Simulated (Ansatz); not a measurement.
Cost and result for the atomization energy of C2H8GeO2 (`C[CH2][GeH]([OH])[OH]`) (13 atoms, 12 bonds).

| atom | x (Å) | y (Å) | z (Å) |
| --- | --- | --- | --- |
| C1 | 0.149 | 1.453 | -0.958 |
| C2 | 0.926 | 0.179 | -0.649 |
| Ge3 | -0.033 | -0.984 | 0.566 |
| O4 | -1.530 | -1.427 | -0.286 |
| O5 | -0.486 | -0.049 | 2.017 |
| H6 | 0.707 | 2.097 | -1.642 |
| H7 | -0.813 | 1.225 | -1.421 |
| H8 | -0.050 | 2.025 | -0.049 |
| H9 | 1.125 | -0.392 | -1.560 |
| H10 | 1.895 | 0.405 | -0.197 |
| H11 | 0.703 | -2.259 | 1.043 |
| H12 | -2.221 | -1.729 | 0.307 |
| H13 | -0.373 | -0.544 | 2.830 |

Total charge 0; spin multiplicity 1. Correlated methods include outer-core shells of Ge, which these sets cover unevenly. Scalar relativity is left out up to krypton. The structure was optimised at the PBE0-D4/def2-TZVP level. It is one conformer, not always the lowest. Program: Ansatz. All runs use 2 threads of an AMD EPYC 7R13 on a shared host and a share of an NVIDIA H100 80 GB. Times are those of one run each, without the atoms' runs, and a repeat can differ threefold. Electronic energies, without spin–orbit coupling; frozen cores. CCSD(T)/CBS adds CCSD(T) − MP2 in def2-TZVPP to the MP2 limit, and its time is that of the two runs behind it. T1 = 0.011. With those shells the extrapolation isn't a true limit. B3LYP takes the VWN-RPA correlation (the form of Gaussian; ORCA's B3LYP/G).

CCSD(T)/CBS is a level of theory with its own doubt, some kJ/mol a heavy atom from the limit and from the frozen cores, so smaller differences don't rank the functionals.

```csv
level,functions,wall time,atomization (kJ/mol),difference from CCSD(T)/CBS,per bond
PBE-D4/def2-TZVPP (with forces),284,2.1 s,4842.6,36.5,3.0
B2PLYP/def2-TZVPP,284,2.4 s,4729.2,-76.9,-6.4
B3LYP-D4/def2-TZVPP (with forces),284,2.7 s,4759.9,-46.2,-3.9
r2SCAN-D4/def2-TZVPP (with forces),284,2.8 s,4787.2,-18.9,-1.6
PBE0-D4/def2-TZVPP,284,3 s,4758.9,-47.2,-3.9
ωB97X-V/def2-TZVPP,284,3.4 s,4791.5,-14.6,-1.2
ωB97M-V/def2-TZVPP (with forces),284,4.4 s,4780.1,-26.0,-2.2
MP2/def2-QZVPP,557,4.5 s,4829.5,23.4,1.9
CCSD(T)/def2-TZVPP,284,7 s,4693.8,-112.3,-9.4
CCSD(T)/CBS(def2),–,12 s,4806.1,0.0,0.0
```

The D4 term adds +39.1 kJ/mol with B3LYP and +20.7 kJ/mol with PBE0; it sums over pairs of atoms, weighted by their polarisabilities, and B3LYP, whose exchange is more repulsive, gets the larger term. In def2-TZVPP, CCSD(T) changes the Hartree–Fock value by +1245.1 kJ/mol (the triples alone add +66.6 kJ/mol) and MP2 by +1314.9 kJ/mol; breaking electron pairs costs correlation energy, which Hartree–Fock lacks. From PBE to PBE0 (25 % exact exchange), in def2-TZVPP and without D4, the atomization energy moves by −79.9 kJ/mol: exact exchange takes away binding that semilocal exchange gives to molecules.
